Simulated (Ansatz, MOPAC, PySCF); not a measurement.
Molecule: SrF (charge 0, doublet). SMILES: [F][Sr]
Structure (B3LYP-D3(BJ)/def2-TZVP (Ansatz, a quantum-chemistry and plane-wave program) minimum search):
```
Sr
F 1 2.0982
```
Charge 0, spin multiplicity 2.

Unscaled harmonic wavenumbers (cm⁻¹) in rising order, each level at the stationary point that it reaches from this structure (no distance between atoms moves by over 0.3 Å); the order of modes can differ between levels, and a negative number is imaginary. B3LYP-D3(BJ)/def2-TZVP (PySCF, at the structure above): 491.

AM1 (MOPAC): 592. Zero-point energy 0.8 against 0.7 kcal/mol; where all levels lie over 400 cm⁻¹, the wavenumbers are on average 1.205 times those of B3LYP-D3(BJ)/def2-TZVP.

PM3 (MOPAC): 551. Zero-point energy 0.8 against 0.7 kcal/mol; where all levels lie over 400 cm⁻¹, the wavenumbers are on average 1.123 times those of B3LYP-D3(BJ)/def2-TZVP.

PM6 (MOPAC): 629. Zero-point energy 0.9 against 0.7 kcal/mol; where all levels lie over 400 cm⁻¹, the wavenumbers are on average 1.282 times those of B3LYP-D3(BJ)/def2-TZVP.

HF/3-21G (Ansatz): 450. Zero-point energy 0.6 against 0.7 kcal/mol; where all levels lie over 400 cm⁻¹, the wavenumbers are on average 0.917 times those of B3LYP-D3(BJ)/def2-TZVP.
